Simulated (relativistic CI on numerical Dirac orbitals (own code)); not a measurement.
# Magnetism of Nb4+, 4d, in a crystal field

Calculated by Dirac-Coulomb-Breit CI, KLI orbitals optimised for each configuration, model QED (radiative potential, 1s self-energy scaled to tabulated hydrogen-like ionisation energies), valence Slater integrals scaled by 0.9, one configuration in a parametric crystal field (own radial code).

Field parameters in Wybourne normalisation: D3d B²₀ = −7Dσ, B⁴₀ = −14Dq − 21Dτ, B⁴₃ = −14√(10/7) Dq; D4h B²₀ = −7Ds, B⁴₀ = 21(Dq − Dt), B⁴₄ = 21√(5/14) Dq; Oh B⁴₀ = 21Dq, B⁴₄ = √(5/14) B⁴₀; Td as Oh with Dq negative (B⁴₀ = 21Dq, B⁴₄ = √(5/14) B⁴₀). The field is a parameter set, without covalency.

S is read from ⟨S²⟩ = S(S + 1).

Powder χT (cm³ K mol⁻¹) by Van Vleck's formula, with temperature-independent terms:

```
                                       Field      2 K      5 K     10 K    20 K    50 K   100 K   200 K  300 K
  D3d, 10Dq = 16500, Dσ = 160, Dτ = 180 cm⁻¹    0.174    0.174    0.176   0.178   0.184   0.196   0.218   0.24
 D3d, 10Dq = 25700, Dσ = -590, Dτ = 430 cm⁻¹    0.139     0.14    0.142   0.144   0.153   0.167   0.195  0.221
   D3d, 10Dq = 30850, Dσ = 750, Dτ = 60 cm⁻¹    0.224    0.225    0.226   0.227   0.232    0.24   0.256  0.272
 D4h, 10Dq = 14800, Ds = -820, Dt = 760 cm⁻¹    0.275    0.275    0.276   0.277    0.28   0.285   0.295  0.306
D4h, 10Dq = 24550, Ds = -920, Dt = -220 cm⁻¹    0.168    0.168     0.17   0.172   0.179    0.19   0.213  0.236
                       Oh, 10Dq = 38300 cm⁻¹  0.00193  0.00341  0.00587  0.0108  0.0256  0.0502  0.0996  0.149
                      Td, 10Dq = -11700 cm⁻¹    0.293    0.293    0.293   0.294   0.297   0.301    0.31  0.319
                      Td, 10Dq = -15150 cm⁻¹    0.311    0.311    0.311   0.312   0.314   0.317   0.324  0.331
```

Task: For Td, 10Dq = -15150 cm⁻¹: what effective moment follows at 300 K?

Result: μ_eff = √(8χT) = 1.63 μB. The ground level has S = 0.50; the spin-only moment for S = 1/2 is 1.73 μB. The difference comes from the orbital moment, spin-orbit mixing of terms and temperature-independent paramagnetism, all larger in this ionic model than in covalent complexes.
